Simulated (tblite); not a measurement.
Species: C₅H₁₂GaNSi.
Bonds: C1–C2 (triple), C2–Ga3, Ga3–N4, N4–Si5, N4–C6, C6–C7, C6–C8. Hydrogens: H9 on C1; H10 on Ga3; H11, H12, H13 on Si5; H14 on C6; H15, H16, H17 on C7; H18, H19, H20 on C8.

Computed with GFN2-xTB (tblite), gas phase: L-BFGS steps from a force-field or distance-geometry start until the largest atomic force falls under 0.01 eV/Å.

Step 47: E = -615.3718 eV
```
atom  x, y, z in Å  |  force x, y, z in eV/Å
C1      3.4146    2.3286   -1.4166    0.113   0.074  -0.102
C2      2.6169    1.6833   -0.7819   -0.144  -0.093   0.099
Ga3     1.3285    0.7360    0.3510    0.053  -0.052   0.028
N4      0.1634   -0.5442   -0.3707   -0.016  -0.016  -0.012
Si5     0.7500   -2.1081   -0.8229    0.020   0.016   0.136
C6     -1.2524   -0.3332   -0.1032   -0.006   0.007   0.011
C7     -1.6242   -0.5863    1.3592    0.023  -0.033   0.032
C8     -1.6186    1.1045   -0.4634   -0.053  -0.055  -0.006
H9      4.1185    2.8758   -1.9819    0.002   0.000  -0.011
H10     1.4270    1.0422    1.8834   -0.020   0.042   0.021
H11     1.1800   -2.9456    0.3239   -0.042   0.037  -0.031
H12    -0.3467   -2.7902   -1.5057   -0.073  -0.029  -0.056
H13     1.9118   -1.8854   -1.6881    0.052   0.050  -0.011
H14    -1.8346   -1.0227   -0.7324    0.021   0.063  -0.003
H15    -1.0607    0.0936    2.0045    0.037  -0.002  -0.021
H16    -2.6877   -0.4128    1.5140    0.005  -0.018   0.007
H17    -1.3899   -1.6099    1.6387    0.032  -0.044  -0.006
H18    -1.0791    1.7951    0.2033    0.039  -0.013  -0.017
H19    -2.6855    1.2654   -0.3313   -0.043   0.075  -0.056
H20    -1.3361    1.3248   -1.4926   -0.001  -0.008   0.000
```

Step 48: E = -615.3744 eV
```
atom  x, y, z in Å  |  force x, y, z in eV/Å
C1      3.4099    2.3226   -1.4185    0.051   0.040  -0.062
C2      2.6172    1.6783   -0.7751   -0.068  -0.044   0.047
Ga3     1.3319    0.7323    0.3579    0.030  -0.044   0.020
N4      0.1677   -0.5413   -0.3712   -0.052  -0.038   0.015
Si5     0.7484   -2.1070   -0.8239    0.016   0.030   0.072
C6     -1.2484   -0.3334   -0.1009   -0.033   0.017   0.001
C7     -1.6209   -0.5876    1.3616    0.031  -0.011   0.011
C8     -1.6164    1.1036   -0.4636   -0.037  -0.035  -0.009
H9      4.1053    2.8727   -1.9911    0.012  -0.002  -0.013
H10     1.4111    1.0483    1.8859   -0.009   0.046   0.049
H11     1.1696   -2.9552    0.3137   -0.022   0.016   0.017
H12    -0.3513   -2.7840   -1.5090   -0.057  -0.017  -0.060
H13     1.9133   -1.8754   -1.6831    0.046   0.033  -0.008
H14    -1.8268   -1.0237   -0.7316    0.000   0.056  -0.006
H15    -1.0589    0.0991    2.0009    0.037  -0.023   0.007
H16    -2.6852   -0.4149    1.5178    0.032  -0.035  -0.006
H17    -1.3818   -1.6105    1.6427    0.022  -0.011  -0.007
H18    -1.0880    1.7967    0.2092    0.053  -0.018  -0.010
H19    -2.6851    1.2669   -0.3458   -0.027   0.044  -0.067
H20    -1.3167    1.3233   -1.4886   -0.026  -0.005   0.009
```

Step 49: E = -615.3758 eV
```
atom  x, y, z in Å  |  force x, y, z in eV/Å
C1      3.4096    2.3195   -1.4183    0.034   0.037  -0.053
C2      2.6143    1.6775   -0.7756   -0.047  -0.040   0.039
Ga3     1.3360    0.7283    0.3600    0.004  -0.035   0.017
N4      0.1672   -0.5387   -0.3726   -0.057  -0.035   0.036
Si5     0.7474   -2.1052   -0.8210    0.005   0.017  -0.004
C6     -1.2488   -0.3327   -0.0999   -0.042   0.015  -0.005
C7     -1.6199   -0.5908    1.3625    0.024   0.008  -0.006
C8     -1.6178    1.1036   -0.4646   -0.012  -0.022  -0.004
H9      4.1028    2.8715   -1.9906    0.027   0.005  -0.023
H10     1.4100    1.0525    1.8855   -0.005   0.042   0.059
H11     1.1666   -2.9572    0.3121   -0.010   0.007   0.042
H12    -0.3540   -2.7841   -1.5073   -0.020   0.007  -0.043
H13     1.9136   -1.8665   -1.6800    0.022   0.017   0.011
H14    -1.8237   -1.0227   -0.7326   -0.029   0.037  -0.012
H15    -1.0568    0.0970    1.9992    0.041  -0.028   0.026
H16    -2.6841   -0.4177    1.5215    0.045  -0.041  -0.013
H17    -1.3798   -1.6144    1.6418    0.020   0.007  -0.011
H18    -1.0876    1.7969    0.2054    0.062  -0.007   0.008
H19    -2.6855    1.2743   -0.3492   -0.029   0.014  -0.062
H20    -1.3145    1.3198   -1.4890   -0.032  -0.004  -0.003
```

**Question.** Estimate the geometry and energy of step 50. (The exact step hangs on the optimiser's Hessian estimate; all steps are aligned on step 49, rigid shifts and turns removed.)

**Answer.** E = -615.3768 eV, largest force 0.094 eV/Å
```
atom  x, y, z in Å  |  force x, y, z in eV/Å
C1      3.4071    2.3172   -1.4201   -0.063  -0.036   0.026
C2      2.6118    1.6760   -0.7738    0.068   0.043  -0.049
Ga3     1.3384    0.7253    0.3653   -0.011  -0.024   0.019
N4      0.1671   -0.5388   -0.3694   -0.042  -0.038   0.042
Si5     0.7471   -2.1043   -0.8215   -0.013   0.000  -0.052
C6     -1.2488   -0.3328   -0.0976   -0.038   0.009  -0.004
C7     -1.6196   -0.5916    1.3648    0.016   0.014  -0.014
C8     -1.6168    1.1024   -0.4657   -0.007   0.039  -0.003
H9      4.0986    2.8702   -1.9943    0.015  -0.006  -0.015
H10     1.4078    1.0607    1.8894   -0.004   0.034   0.052
H11     1.1644   -2.9627    0.3075   -0.007   0.011   0.042
H12    -0.3563   -2.7830   -1.5117    0.021   0.035  -0.018
H13     1.9137   -1.8593   -1.6811    0.000   0.006   0.031
H14    -1.8209   -1.0223   -0.7318   -0.051   0.015  -0.016
H15    -1.0572    0.0977    2.0006    0.037  -0.033   0.028
H16    -2.6841   -0.4193    1.5230    0.047  -0.041  -0.010
H17    -1.3789   -1.6152    1.6445    0.019   0.020  -0.016
H18    -1.0864    1.7957    0.2071    0.027  -0.028  -0.023
H19    -2.6864    1.2782   -0.3586    0.034  -0.009  -0.055
H20    -1.3055    1.3169   -1.4895   -0.047  -0.010   0.035
```

The energy changes by -0.0010 eV. The first-order estimate −F·Δx gives -0.0016 eV and the mean of the old and new forces, exact on a quadratic surface, -0.0010 eV. The step makes an angle of 73° with the force vector and moves no atom by more than 0.010 Å.

The cost below is that of the whole relaxation. Time: 2.8 s wall. Hardware: an Arm Neoverse N1 with one thread (shared host).
